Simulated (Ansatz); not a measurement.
Cost and result for the atomization energy of CH5AlSSi (9 atoms, 9 bonds).

| atom | x (Å) | y (Å) | z (Å) |
| --- | --- | --- | --- |
| Al1 | 1.028 | 1.213 | -1.263 |
| C2 | -0.214 | 0.089 | -0.212 |
| Si3 | -0.627 | -1.051 | 1.203 |
| S4 | -1.259 | 0.610 | -1.368 |
| H5 | 1.253 | 2.691 | -0.749 |
| H6 | 1.912 | 0.470 | -2.344 |
| H7 | -2.053 | -1.468 | 1.194 |
| H8 | -0.305 | -0.320 | 2.456 |
| H9 | 0.264 | -2.233 | 1.082 |

Charge 0, multiplicity 1. The bonds changed during the relaxation, so this is another structure than the one it started from. The structure was optimised at the PBE0-D4/def2-TZVP level. Program: Ansatz. All runs use 2 threads of an Arm Neoverse V1 on a shared host. Times are those of one run each, without the atoms' runs, and a repeat can differ threefold. Electronic energies, without spin–orbit coupling; frozen cores. CCSD(T)/CBS adds CCSD(T) − MP2 in def2-TZVPP to the MP2 limit, and its time is that of the two runs behind it. T1 = 0.019; the RHF reference is unstable towards UHF.

CCSD(T)/CBS is a level of theory with its own doubt, some kJ/mol a heavy atom from the limit and from the frozen cores, so smaller differences don't rank the functionals.

```tsv
level	functions	atomization (kJ/mol)	difference from CCSD(T)/CBS	per bond
r2SCAN-D4/def2-TZVPP (with forces)	227	2725.4	7.1	0.8
r2SCANh-D4/def2-TZVPP	227	2708.5	-9.8	-1.1
PBE-QIDH/def2-TZVPP	227	2681.0	-37.3	-4.2
MP2/def2-QZVPP	417	2701.3	-17.0	-1.9
CCSD(T)/def2-TZVPP	227	2638.5	-79.8	-8.9
BHLYP-D4/def2-TZVPP	227	2646.2	-72.1	-8.0
PBE0-D4/def2-TZVPP	227	2690.7	-27.6	-3.1
CAM-B3LYP-D4/def2-TZVPP	227	2702.5	-15.8	-1.8
B97M-V/def2-TZVPP	227	2760.6	42.3	4.7
CCSD(T)/def2-SVP	93	2534.6	-183.7	-20.4
revPBE-D4/def2-TZVPP	227	2675.0	-43.3	-4.8
BLYP-D4/def2-TZVPP	227	2687.4	-30.9	-3.4
CCSD(T)/CBS(def2)	–	2718.3	0.0	0.0
```

(1) Order the runs by time, with rough figures. (An estimate is asked.)

## Answers

(1) Ansatz gave: revPBE-D4/def2-TZVPP 3.3 s; BLYP-D4/def2-TZVPP 3.3 s; CCSD(T)/def2-SVP 3.5 s; PBE0-D4/def2-TZVPP 4.8 s; BHLYP-D4/def2-TZVPP 5.5 s; CAM-B3LYP-D4/def2-TZVPP 6 s; r2SCAN-D4/def2-TZVPP (with forces) 7.5 s; r2SCANh-D4/def2-TZVPP 8.5 s; PBE-QIDH/def2-TZVPP 9.5 s; B97M-V/def2-TZVPP 13 s; MP2/def2-QZVPP 33 s; CCSD(T)/def2-TZVPP 91 s; CCSD(T)/CBS(def2) 2.1 min.

At CCSD(T), def2-SVP lies −183.7 kJ/mol from the extrapolated value and def2-TZVPP −79.8 kJ/mol: correlation converges slowly with the basis, and small sets miss more of it in the bonded molecule than in its fragments. Leaving LDA and LC-ωPBE aside and taking each functional with its dispersion term where it has one, the values spread over 114.3 kJ/mol, from BHLYP-D4 to B97M-V. LDA lies +347.3 kJ/mol from PBE without D4, its usual overbinding. In def2-TZVPP, CCSD(T) changes the Hartree–Fock value by +665.1 kJ/mol (the triples alone add +47.3 kJ/mol) and MP2 by +680.3 kJ/mol; breaking electron pairs costs correlation energy, which Hartree–Fock lacks.
